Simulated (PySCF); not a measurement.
Species: C7H6N2.
Cartesian coordinates in Å at the PBE0-D3(BJ)/def2-SVP level; atoms count from 1:
```
atom  x, y, z in Å
C1    -2.1712   -1.0080    0.1144
C2    -1.1832   -0.3704   -0.8135
C3     0.0027    0.0580   -0.4754
C4     1.2008    0.4884   -0.1255
C5     1.3744    1.8358    0.3326
N6     1.5467    2.9238    0.6947
C7     2.4341   -0.4000   -0.1799
C8     2.8863   -0.8081    1.1469
N9     3.2352   -1.1347    2.2001
H10   -3.1030   -0.4213    0.1365
H11   -2.4314   -2.0181   -0.2394
H12   -1.7789   -1.0828    1.1369
H13   -1.4790   -0.2451   -1.8649
H14    3.2586    0.1268   -0.6869
H15    2.2062   -1.3013   -0.7672
```

Theory: TDDFT PBE0/def2-SVPD, vertical, gas phase, core orbitals frozen in the response (PySCF 2.14.0, density-fitted response routines).

Broadening: Gaussians 0.25 eV wide at half height, area fixed by f = 4.319×10⁻⁹ ∫ε dν̃. The width is an assumption, not a result. The curve ends short of the highest state used, and states not computed would add to its high-energy end.

(E (eV), ε (L mol⁻¹ cm⁻¹)): (4.76, 0), (4.79, 0), (4.82, 1), (4.85, 2), (4.88, 5), (4.92, 11), (4.95, 19), (4.98, 29), (5.01, 42), (5.04, 56), (5.07, 68), (5.11, 78), (5.14, 80), (5.17, 74), (5.20, 64), (5.23, 51), (5.27, 34), (5.30, 22), (5.33, 14), (5.36, 8), (5.39, 5), (5.43, 4), (5.46, 5), (5.49, 9), (5.52, 16), (5.55, 26), (5.59, 45), (5.62, 63), (5.65, 80), (5.68, 97), (5.71, 112), (5.74, 136), (5.78, 220), (5.81, 397), (5.84, 788), (5.87, 1569), (5.90, 2976), (5.94, 6271), (5.97, 10029), (6.00, 14820), (6.03, 20226), (6.06, 25489), (6.10, 30643), (6.13, 32053), (6.16, 30955), (6.19, 27601), (6.22, 22723), (6.26, 15490), (6.29, 10595), (6.32, 6703), (6.35, 3936), (6.38, 2165), (6.41, 1142), (6.45, 502), (6.48, 311), (6.51, 229)

**Question.** Where are the band maxima, and which computed states make them?

**Answer.** 242 nm (5.13 eV), ε about 80, made up of S1 (100%); 202 nm (6.13 eV), ε about 32000, made up of S3 (100%) (ε in L mol⁻¹ cm⁻¹; maxima over ε = 5, shares over 10%). The states used: S1 5.13 eV (f 0.0007); S2 5.72 eV (f 0.0009); S3 6.13 eV (f 0.297); S4 6.52 eV (f 0.0016); S5 6.95 eV (f 0.0080); S6 7.11 eV (f 0.633).

**Question.** Coming from long wavelengths, where does ε first pass 100 L mol⁻¹ cm⁻¹?

**Answer.** At about 218 nm (5.69 eV), 0.56 eV above S1.

**Question.** On this curve, what absorbance would a 10⁻³ mol/L sample give at 193 nm over a 1 cm path?

**Answer.** 193 nm is 6.424 eV, where ε is about 850 L mol⁻¹ cm⁻¹, so A = ε c l ≈ 0.85 (Beer–Lambert, with the gas-phase spectrum and the assumed width).

**Question.** What would ε be at 6.13 eV, the highest of these maxima, with half the width (0.125 eV)?

**Answer.** About 64100 L mol⁻¹ cm⁻¹ against 32100, a factor of about 2.00; a lone state at its own centre would give exactly 2.

Time: 55 s wall. Hardware: one thread, Arm Neoverse V2, shared host.

One conformer stands for the species.
